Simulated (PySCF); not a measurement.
## Atomic charges by several schemes

C4H12Si3.
Geometry (GFN2-xTB, Å), atoms numbered from 1 in this order:
```xyz
19
C4H12Si3 angstrom
C     -2.4336   -0.3469    1.5904
C     -2.7396    0.0023    0.3513
Si    -1.4923    0.3110   -1.0274
C      0.2693    0.1933   -0.3383
Si     0.8009    1.4987    0.9263
C      1.0794   -0.7903   -0.7502
Si     2.8573   -1.1581   -0.2561
H     -1.4087   -0.4746    1.9029
H     -3.1804   -0.5210    2.3516
H     -3.7865    0.1145    0.0932
H     -1.6971   -0.6946   -2.0822
H     -1.7192    1.6513   -1.5893
H     -0.2886    2.4675    1.0820
H      2.0065    2.1941    0.4658
H      1.0687    0.8765    2.2281
H      0.6850   -1.4905   -1.4862
H      3.7530   -0.6864   -1.3190
H      2.9983   -2.6140   -0.1319
H      3.2178   -0.5236    1.0118
```

Density: PBE0/pcSseg-1 (PySCF); schemes: Mulliken, IAO, Hirshfeld and ESP-fitted. Geometry: GFN2-xTB, one conformer, isolated molecule. GFN2-xTB frequencies show an imaginary mode (27i cm⁻¹), so this geometry is no minimum at that level.

**Question.** What partial charge does each atom carry?

**Answer.** In e:

| atom | environment | Mulliken | IAO | Hirshfeld | ESP-fitted |
| --- | --- | --- | --- | --- | --- |
| C1 | terminal =CH2 carbon | -0.162 | -0.274 | -0.082 | -0.360 |
| C2 | alkene CH carbon | -0.482 | -0.421 | -0.137 | -0.249 |
| Si3 | SiH2 silicon | +0.762 | +0.753 | +0.325 | +0.368 |
| C4 | fully substituted alkene carbon | -0.701 | -0.509 | -0.166 | -0.183 |
| Si5 | SiH3 silicon | +0.478 | +0.570 | +0.295 | +0.299 |
| C6 | alkene CH carbon | -0.334 | -0.376 | -0.119 | -0.236 |
| Si7 | SiH3 silicon | +0.529 | +0.590 | +0.313 | +0.377 |
| H8 | vinylic hydrogen | +0.130 | +0.141 | +0.039 | +0.174 |
| H9 | vinylic hydrogen | +0.121 | +0.151 | +0.050 | +0.172 |
| H10 | vinylic hydrogen | +0.129 | +0.153 | +0.043 | +0.158 |
| H11 | Si–H hydrogen | -0.096 | -0.124 | -0.078 | -0.091 |
| H12 | Si–H hydrogen | -0.078 | -0.126 | -0.080 | -0.089 |
| H13 | Si–H hydrogen | -0.068 | -0.109 | -0.075 | -0.071 |
| H14 | Si–H hydrogen | -0.062 | -0.111 | -0.074 | -0.070 |
| H15 | Si–H hydrogen | -0.056 | -0.113 | -0.075 | -0.074 |
| H16 | vinylic hydrogen | +0.128 | +0.142 | +0.039 | +0.139 |
| H17 | Si–H hydrogen | -0.071 | -0.112 | -0.073 | -0.091 |
| H18 | Si–H hydrogen | -0.085 | -0.112 | -0.074 | -0.092 |
| H19 | Si–H hydrogen | -0.081 | -0.114 | -0.069 | -0.081 |

Mean size of the charges over all atoms: IAO 0.263 e, Mulliken 0.240 e, ESP-fitted 0.177 e, Hirshfeld 0.116 e. Each set sums to the total charge, 0, to within 0.001 e. The IAO scheme counts the electrons in orthogonalised intrinsic atomic orbitals, a minimal basis polarised so that it spans the occupied orbitals exactly.

Lowest charge. The schemes don't all agree: Mulliken C4 (-0.701); IAO C4 (-0.509); Hirshfeld C4 (-0.166); ESP-fitted C1 (-0.360).

Highest charge. The schemes don't all agree: Mulliken Si3 (+0.762); IAO Si3 (+0.753); Hirshfeld Si3 (+0.325); ESP-fitted Si7 (+0.377).

**Question.** How many electrons does the Hirshfeld scheme count on Si3?

**Answer.** Z − q = 14 − (+0.325) = 13.675.

**Question.** Sum the charges by element.

**Answer.** 
```csv
element,atoms,Mulliken,IAO,Hirshfeld,ESP-fitted
C,4,-1.679,-1.579,-0.504,-1.028
Si,3,+1.769,+1.913,+0.933,+1.044
H,12,-0.091,-0.334,-0.428,-0.016
```

**Question.** How closely do the schemes follow one another over all atoms?

**Answer.** Correlation coefficient and root-mean-square difference: Mulliken with IAO 0.98, 0.066 e; IAO with Hirshfeld 0.97, 0.191 e; IAO with ESP-fitted 0.95, 0.152 e; Mulliken with Hirshfeld 0.93, 0.200 e; Hirshfeld with ESP-fitted 0.91, 0.094 e; Mulliken with ESP-fitted 0.88, 0.176 e.
